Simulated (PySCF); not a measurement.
# Structure from NMR data

The spectra below were simulated for a compound C₄H₉FOSi.

$^{1}$H NMR (300 MHz, computed): δ 5.46 (m, 1H), 5.42 (m, 1H), 3.88 (s, 3H), 2.60 (m, 1H), 1.96 (m, 1H), 1.24 (m, 1H), 1.03 (m, 1H).

$^{13}$C{$^{1}$H} NMR (computed): δ 99.3 (CH), 53.8 (CH3), 26.7 (CH2), 12.0 (CH2).

[PySCF: GFN2-xTB structure; shieldings: GIAO PBE0/pcSseg-1; rapidly exchanging positions averaged; one computed conformer; no solvent model; no relativistic terms]

Referencing at the same level of theory: TMS for $^{1}$H and $^{13}$C.

Q: Choose the structure that fits.
A. CO[SiH2]/C(C)=C\F
B. C=C(CCF)[SiH2]O
C. CO[Si@@H]1CC[C@H]1F
D. C=C(O[SiH3])[C@H](C)F
E. CO[C@@H]1[C@@H](F)[C@@H]1[SiH3]
F. C/C(=C/O[SiH3])CF

A: C. 

1. Rings plus π bonds: 1 (1 ring in the answer).
2. 4 carbon signals for 4 carbons: no two carbons are equivalent.
3. Carbon types of the structure: 1 × CH, 2 × CH2, 1 × CH3, leaving 1 H on heteroatoms.
4. δC 99.3: sp3 CH bonded to F and Si; the inductive effect lowers its shielding.
5. δC 53.8: methyl carbon bonded to O; the inductive effect lowers its shielding.
6. δC 26.7: sp3 CH2 in a ring; a saturated carbon with 2 carbon neighbours and no heteroatom attached.
7. δH 5.46: hydrogen on an sp3 CH bonded to F and Si; its carbon carries F, which withdraws density.
8. δH 3.88: hydrogen on a methyl carbon bonded to O; its carbon carries O, hence the downfield position.

The others: C=C(CCF)[SiH2]O would give 5 signals for carbon-bound and other non-exchanging H, not 7; CO[SiH2]/C(C)=C\F would give 4 signals for carbon-bound and other non-exchanging H, not 7; C/C(=C/O[SiH3])CF would give 4 signals for carbon-bound and other non-exchanging H, not 7; CO[C@@H]1[C@@H](F)[C@@H]1[SiH3] would give 5 signals for carbon-bound and other non-exchanging H, not 7; C=C(O[SiH3])[C@H](C)F would give 5 signals for carbon-bound and other non-exchanging H, not 7.

Splittings by $^{19}$F in the carbon and heteronuclear signals aren't shown, as no couplings were computed. Shifts are as computed. Against solution values, carbons near 30 ppm lie about +3 ppm off and those near 130 ppm about +5 ppm. Of 1309 compounds with measured shifts, 239 miss one by over three times the rms of a fit or turn the order of signals round; such compounds aren't used in these exercises. No couplings were computed; multiplicities are counted from neighbouring protons, with m where these are inequivalent, close in shift, in a saturated or five-membered ring or joined by F or P, and br s for small geminal =CH2 splittings.
